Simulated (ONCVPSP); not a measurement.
**Building the ONCV potential for silicon (Si) (LDA (Perdew-Wang 92), scalar-relativistic).**

```json
{"Element": "Si", "Generator": "ONCVPSP 4.0.1", "Type": "optimised norm-conserving Vanderbilt (ONCV)", "Functional": "LDA (Perdew-Wang 92)", "Relativity": "scalar-relativistic", "Frozen core": "[Ne]", "Valence charge": "4", "Reference configuration": "3s2 3p1.75 (charge +0.25)", "Partial waves": "3s: rc 1.85 bohr, ncon 5, nbas 9, qcut 4.5 1/bohr, local; 3p: rc 1.85 bohr, ncon 3, nbas 6, qcut 5 1/bohr, 1 projector", "Local potential": "the s channel", "Core correction": "none"}
```

All-electron outer shells of the reference configuration (LDA (PZ), scalar-relativistic, ld1.x):

| shell | level (eV) | outermost node (bohr) | outermost maximum (bohr) |
| --- | --- | --- | --- |
| 2s | -140.86 | 0.15 | 0.45 |
| 2p | -97.73 | – | 0.39 |
| 3s | -12.78 | 0.72 | 1.77 |
| 3p | -5.91 | 0.72 | 2.11 |

(1) Estimate the cutoffs (Ha) at which the residual kinetic energy of the hardest occupied pseudo-wave falls to 1 and 0.1 mHa per electron.

(2) Does the potential have ghost states?

(3) Which valence shell sets the plane-wave cutoff?

(4) Tests: 3s2 3p2; 3s2 3p1; 3s2 3p0; 3s1 3p0. Which has the largest error in its energy relative to the reference configuration, and how large is it?

Results:

(1) 8.2 Ha and 11 Ha.

(2) No bound ghost flagged; no localised positive-energy state flagged.

(3) 3s: 8 Ha for 1 mHa per electron, against 4 Ha for 3p.

(4) 3s1 3p0, with +224 meV (all-electron minus pseudo) on +56.81 eV.
